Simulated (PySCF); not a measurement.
**Radial density of B (boron, neutral)**

UHF, [He] 2s2 2p1, 2P determinant. All numbers are calculated (PySCF 2.14, the spin-free X2C one-electron Hamiltonian (Gaussian nucleus), in x2c-SVPall).

```
r (bohr)  4πr²ρ (e/bohr)  4πr²(ρα − ρβ)
 0.00555         0.02509         0.0000
 0.00933         0.06994         0.0001
  0.0157          0.1902         0.0003
  0.0264          0.4887         0.0008
  0.0444           1.143         0.0019
  0.0747           2.406         0.0038
   0.126           4.120         0.0066
   0.211           5.136         0.0122
   0.355           3.727         0.0399
   0.598           1.359         0.1380
    1.01           1.049         0.3446
    1.69           1.428         0.4299
    2.84          0.6471         0.2113
    4.78         0.06611         0.0314
    8.05       0.0001529         0.0001
```

Densities and radii are taken from the X2C orbitals without a picture-change correction, which distorts them close to the nucleus.
